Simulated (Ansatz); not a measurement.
C2H3BF2 (`FB1CC1F`), relaxed with RKS PBE0-D4/def2-TZVP in the Gaussian-basis code of Ansatz from a PBE-D4/def2-SVP geometry. The force threshold is 0.005 eV/Å; the program also tests the step.

The species carries charge 0 and has multiplicity 1.

Start:

```xyz
8

F    -0.665    1.491   -1.656
B    -0.174    0.750   -0.679
C    -0.468    0.135    0.692
C     0.681   -0.436   -0.223
F     0.605   -1.717   -0.720
H    -1.437   -0.406    0.630
H    -0.214    0.414    1.728
H     1.673   -0.231    0.228
```

Problem. How much energy does the relaxation release, and in how many steps? (An estimate is asked.)

Solution. Computed: 3.47 kJ/mol, in 7 steps.

Problem. Which bonds change most? (An estimate is asked.)

Solution. Ansatz gave: C4–H8 from 1.109 to 1.088 Å; C3–H6 from 1.112 to 1.093 Å; C3–H7 from 1.102 to 1.084 Å; C3–C4 from 1.576 to 1.559 Å.

Problem. Give the relaxed structure. (An estimate is asked.)

Solution. Ansatz gave: 
```xyz
8

F    -0.631    1.507   -1.635
B    -0.188    0.740   -0.676
C    -0.477    0.124    0.681
C     0.674   -0.426   -0.216
F     0.591   -1.702   -0.707
H    -1.408   -0.448    0.651
H    -0.215    0.442    1.683
H     1.654   -0.236    0.220
```
